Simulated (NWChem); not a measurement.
SiPH₅O; SMILES O[SiH2]P

```xyz
8

Si    -0.5057     0.6450     0.0106
O      0.7187     1.7768     0.1035
P      0.0923    -1.5466     0.0395
H     -1.3417     0.8927     1.2084
H     -1.3242     0.8146    -1.2254
H      1.3656     1.7762    -0.6159
H      1.1044    -1.4176     1.0332
H      1.0057    -1.4720    -1.0531
```
Atoms are numbered in this order, from 1.

Results from NWChem. Pople sets run with spherical d functions. The geometry was optimised at B3LYP/6-31G* (spherical d). Absolute isotropic GIAO shieldings of the H sites, static isolated molecule.

```
row  σ, KT2/pcSseg-1 (ppm)  σ, B3LYP/6-311G** (ppm)
---  ---------------------  -----------------------
H5                   25.60                    26.41
H4                   25.95                    26.64
H7                   29.24                    29.65
H8                   29.44                    29.85
H6                   30.79                 withheld
```

**Question.** Fit a straight line of the last column on the one before it, predict the withheld value, and compare with the run.

**Answer.** 
1. Means of the 4 shown rows: x = 27.557, y = 28.137. Slope Σ(x − x̄)(y − ȳ)/Σ(x − x̄)² = 11.56/12.79 = 0.9036; intercept 3.237.
2. The shown rows scatter about the line by 0.031 (root mean square); the largest residual is -0.05, at H4.
3. At x = 30.79 (H6; beyond the shown range) the line gives 31.06.
4. The run gives 31.22, +0.16 from the line, 5.1 times the scatter.
